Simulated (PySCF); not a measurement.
**Excitation energy of Be by level of theory**

Be [He] 2s2 (1S) → Be [He] 2s1 2p1 (3P), as a difference of total energies. Calculation: PySCF 2.14, in x2c-QZVPPall with one added diffuse shell each of s, p type (8s5p2d1f, 40 functions); the spin-free X2C one-electron Hamiltonian (Gaussian nucleus). Correlated levels: valence and next inner shell: nothing frozen. The calculations carry no spin-orbit coupling.

```csv
method,excitation energy (eV),error (eV)
UHF,1.618,-1.107
MP2 (valence and next inner shell),2.321,-0.404
SCS-MP2 (valence and next inner shell),2.527,-0.198
CCSD (valence and next inner shell),2.708,-0.017
CCSD(T) (valence and next inner shell),2.719,-0.006
CCSDT (valence and next inner shell),2.719,-0.006
```

Reference: 2.725 eV (measured; NIST levels, between the centres of gravity of the two terms).

Errors of the correlated levels include the incompleteness of this basis.
